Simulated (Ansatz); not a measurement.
```yaml
atoms:
  - { symbol: C, position_ang: [0.0278, 0.5251, -0.3122] }
  - { symbol: H, position_ang: [-0.0466, 1.5053, 0.2106] }
  - { symbol: O, position_ang: [-0.0151, -0.5725, 0.2627] }
```

Basis set: cc-pVDZ (spherical functions). Left uncorrelated: 2 orbitals. Charge 0, multiplicity 2.

Computed with Ansatz (development build ahead of 0.2.0); each method stands on the lowest determinant of its kind that the runs found.

The atomization energy at this shape (free ground-state atoms in the same class of orbitals less the molecule, no zero-point energy) of doublet CHO:

```tsv
method	atomization energy
UHF	169.04 kcal/mol
```

What does UHF-MP2 give?

261.93 kcal/mol.
